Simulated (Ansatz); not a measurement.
`[OH][Hf]([Cl])([Cl])[Cl]` + HCl → `[Cl][Hf]([Cl])([Cl])[Cl]` + H₂O at 500 K and 1 bar (ligand exchange at the Hf–O bond).

Calculated with Ansatz (gas phase, PBE0-D4/def2-TZVP geometries, no zero-point term in ΔE). CCSD(T)/CBS is the MP2 limit (def2-TZVPP, def2-QZVPP) plus CCSD(T) − MP2 in def2-TZVPP, frozen cores. This one scheme is used for every species. def2 core potentials past Kr. For Hf outer-core shells are correlated without core-valence functions, which leaves a few kJ/mol of doubt a bond. Each species was taken in one conformer, which may not be the lowest.

| species | CCSD(T)/CBS energy (Eh) | H − E (kJ/mol) | S (J/(mol·K)) |
| --- | --- | --- | --- |
| `[OH][Hf]([Cl])([Cl])[Cl]` | -1503.31799 | 89.6 | 449.4 |
| HCl | -460.38127 | 32.5 | 201.9 |
| `[Cl][Hf]([Cl])([Cl])[Cl]` | -1887.32756 | 55.9 | 427.9 |
| H₂O | -76.37941 | 73.2 | 206.3 |

H − E and S are ideal-gas, rigid-rotor, harmonic terms from PBE0-D4/def2-TZVP, for one conformer and one mirror image of each species. 1 Eh = 2625.50 kJ/mol, R = 8.31446 J/(mol·K).

Question: By hand: ΔE, ΔH, ΔS and ΔG.

Answer: ΔE = (-1887.32756) + (-76.37941) − (-1503.31799) − (-460.38127) = -0.00771 Eh = -20.2 kJ/mol. Δ(H − E) = 55.9 + 73.2 − 89.6 − 32.5 = 7.0, so ΔH = -13.2 kJ/mol. ΔS = 427.9 + 206.3 − 449.4 − 201.9 = -17.1 J/(mol·K). ΔG = -13.2 − 500 × (-17.1)/1000 = -4.6 kJ/mol.

Question: By hand: the equilibrium constant, and the temperature at which ΔG would vanish if ΔH and ΔS stayed fixed.

Answer: log₁₀ K = −ΔG/(RT ln 10) = 0.5. ΔG = 0 at ΔH/ΔS = 772 K, though so small a ΔS makes that figure unsure.

TΔS isn't small against ΔH here. The sign of ΔG lies within the doubt. A doubt of 5 kJ/mol in ΔE shifts log₁₀ K by 0.5 here. Other conformers and mirror images would add mixing entropy, several J/(mol·K) or more a flexible species. These are equilibria of isolated gas molecules and say nothing of rates. Largest T1 diagnostic: 0.014 (customary marks: 0.02 for closed shells, 0.045 for open ones).
